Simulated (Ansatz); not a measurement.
This geometry of Cl2GaHO + H4Si (10 atoms, charge 0, multiplicity 1) is a first-order saddle point.

Theory: RKS BLYP-D4/def2-SVP in Ansatz 0.2.0.

```xyz
10
Properties=species:S:1:pos:R:3
Ga 0.129 0.187 0.029
O -0.021 -0.381 1.889
H -0.942 -0.599 2.154
Cl 1.956 -0.454 -0.946
Cl -1.788 0.228 -1.001
Si 0.541 2.643 1.098
H 1.821 2.947 1.816
H 0.689 3.078 -0.335
H -0.605 3.410 1.689
H 0.149 0.970 1.747
```

Question: Which two structures does it join? (They come from a converged band through this point; their orientation in space is the band's.)

Answer: Bonds broken: Si6–H10. Bonds formed: Ga1–Si6, O2–H10. Cl2GaHO + H4Si becomes Cl2GaH5OSi.

Image 0:

```xyz
10
Properties=species:S:1:pos:R:3
Ga -0.021 -0.278 0.328
O -0.211 -1.273 1.816
H -1.151 -1.334 2.081
Cl 1.956 -0.166 -0.550
Cl -1.747 0.410 -0.805
Si 0.634 2.963 1.036
H 2.003 3.183 1.592
H 0.622 3.042 -0.452
H -0.358 3.910 1.636
H 0.202 1.571 1.458
```

Image 8:

```xyz
10
Properties=species:S:1:pos:R:3
Ga 0.235 0.628 0.031
O -0.042 -0.439 1.925
H -0.955 -0.763 1.731
Cl 1.752 -0.646 -0.915
Cl -1.853 -0.016 -0.474
Si 0.660 2.917 0.669
H 1.724 2.960 1.731
H 1.121 3.721 -0.510
H -0.587 3.538 1.232
H -0.127 0.128 2.720
```

Question: How far does it lie above each of them?

Answer: 116.9 kJ/mol above the first and 149.0 kJ/mol above the second. This is the barrier of this one path; another mechanism may lie lower. The orbitals stay closed-shell, which can raise the energy where a bond breaks towards radicals; this wasn't checked here.

The run took 2.5 min on 4 threads of Arm Neoverse V1, on a shared host, peak memory 0.2 GiB.
